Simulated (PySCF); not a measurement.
Compound: C8H13NO.
Numbering: `[CH2:1]=[CH:2][CH2:3][C@@H:4]1[N:5]=[CH:6][CH2:7][C@H:8]1[O:9][CH3:10]` (hydrogens: H11, H12 on C1; H13 on C2; H14, H15 on C3; H16 on C4; H17 on C6; H18, H19 on C7; H20 on C8; H21, H22, H23 on C10)

The same species was optimised twice, with GFN2-xTB and with PBE0-D3(BJ)/def2-SVP (PySCF), and the same property calculations (PySCF, gas phase) were run on both structures.

```tsv
coordinate	GFN2-xTB	PBE0-D3(BJ)/def2-SVP	change
C1=C2 (Å)	1.320	1.334	+0.014
C4–N5 (Å)	1.445	1.459	+0.014
N5=C6 (Å)	1.257	1.269	+0.012
C4–C8 (Å)	1.561	1.551	-0.010
O9–C10 (Å)	1.403	1.394	-0.009
C8–O9 (Å)	1.412	1.404	-0.008
C7–C8 (Å)	1.536	1.528	-0.008
C3–C4 (Å)	1.536	1.532	-0.004
C6–C7 (Å)	1.499	1.502	+0.003
C2–C3 (Å)	1.493	1.494	+0.001
C4–N5–C6 (°)	110.5	109.0	-1.5
C4–C8–O9 (°)	113.5	112.3	-1.2
C2–C3–C4 (°)	111.7	112.8	+1.1
C1–C2–C3 (°)	124.5	125.5	+1.0
C4–C8–C7 (°)	103.6	102.9	-0.7
C8–O9–C10 (°)	114.6	114.1	-0.5
C3–C4–N5 (°)	109.1	109.5	+0.4
C3–C4–C8 (°)	113.4	113.8	+0.4
C1–C2–C3–C4 (°)	-115	-116	-1
C2–C3–C4–N5 (°)	-172	-169	+3
C7–C8–O9–C10 (°)	-169	-168	+1
```

Rotational constants: A = 1720, B = 1145, C = 804.9 MHz (GFN2-xTB) against A = 1661, B = 1126, C = 803.2 MHz (PBE0-D3(BJ)/def2-SVP). Point groups within 0.08 Å: C1 and C1.

On the GFN2-xTB structure: HOMO (eV) -6.91 [PBE0/pcSseg-1]; LUMO (eV) 0.08 [PBE0/pcSseg-1]; dipole (D) 1.88 [PBE0/pcSseg-1]; GIAO shielding of C1 (ppm) 62.9 [PBE0/pcSseg-1]; GIAO shielding of C2 (ppm) 39.9 [PBE0/pcSseg-1]; GIAO shielding of C3 (ppm) 141.1 [PBE0/pcSseg-1]; GIAO shielding of C4 (ppm) 106.7 [PBE0/pcSseg-1]; GIAO shielding of N5 (ppm) -124.7 [PBE0/pcSseg-1]; GIAO shielding of C6 (ppm) 18.1 [PBE0/pcSseg-1]; GIAO shielding of C7 (ppm) 137.0 [PBE0/pcSseg-1]; GIAO shielding of C8 (ppm) 101.4 [PBE0/pcSseg-1].

**Question.** What do these properties become on the PBE0-D3(BJ)/def2-SVP structure?

**Answer.** 
```
                                    property          level  on GFN2-xTB  on PBE0-D3(BJ)/def2-SVP  change
                                   HOMO (eV)  PBE0/pcSseg-1        -6.91                    -7.01   -0.10
                                   LUMO (eV)  PBE0/pcSseg-1         0.08                     0.00   -0.08
                                  dipole (D)  PBE0/pcSseg-1         1.88                     2.08   +0.20
energy, GFN2-xTB geometry as zero (kcal/mol)  PBE0/pcSseg-1          0.0                     -1.2    -1.2
                  GIAO shielding of C1 (ppm)  PBE0/pcSseg-1         62.9                     59.2    -3.7
                  GIAO shielding of C2 (ppm)  PBE0/pcSseg-1         39.9                     37.1    -2.8
                  GIAO shielding of C3 (ppm)  PBE0/pcSseg-1        141.1                    142.8    +1.7
                  GIAO shielding of C4 (ppm)  PBE0/pcSseg-1        106.7                    106.9    +0.2
                  GIAO shielding of N5 (ppm)  PBE0/pcSseg-1       -124.7                   -129.3    -4.6
                  GIAO shielding of C6 (ppm)  PBE0/pcSseg-1         18.1                     13.5    -4.6
                  GIAO shielding of C7 (ppm)  PBE0/pcSseg-1        137.0                    137.4    +0.4
                  GIAO shielding of C8 (ppm)  PBE0/pcSseg-1        101.4                    104.5    +3.1
```

The heavy atoms differ by 0.143 Å rms after alignment. Among bonds between heavy atoms C1=C2 and C4–N5 change most and about equally (+0.014 Å). Changes are differences of the printed values. Neither structure is proved a minimum here.
